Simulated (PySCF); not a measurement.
Tc+ (technetium, charge +1): BLYP calculation

Configuration: [Kr] 4d5 5p1, high-spin 7P determinant (an excited configuration). Calculation: PySCF 2.14, in aug-cc-pwCVDZ-PP with ECP28MDF (6s6p5d3f, 70 functions); scalar relativity through the core potential.

| Quantity | Value |
| --- | --- |
| Total energy | -79.9570 hartree |
| One-electron energy | -132.8023 hartree |
| Hartree (Coulomb) energy | 61.4612 hartree |
| Exchange-correlation energy | -8.6158 hartree |
| ⟨S²⟩ | 12.0001 |
| ⟨L²⟩ | 2.004 |
| Sum of ⟨r⟩ | 21.32 bohr |
| Sum of ⟨r²⟩ | 44.04 bohr² |
| Traceless quadrupole moment −½Σ⟨3z² − r²⟩ along its main axis | -6.18 e·bohr² |

| shell | electrons | mean orbital energy (eV) | spread (eV) | rms radius, mean of both spins (bohr) |
| --- | --- | --- | --- | --- |
| 4s α | 1 | -83.528 | 0 | 1.13 |
| 4s β | 1 | -79.996 | 0 | 1.13 |
| 4p α | 3 | -55.337 | 0.251 | 1.26 |
| 4p β | 3 | -51.731 | 0.348 | 1.26 |
| 4d α | 5 | -16.049 | 0.288 | 1.80 |
| 5p α | 1 | -7.900 | 0 | 3.95 |

Energies and moments cover only the electrons outside the core potential.
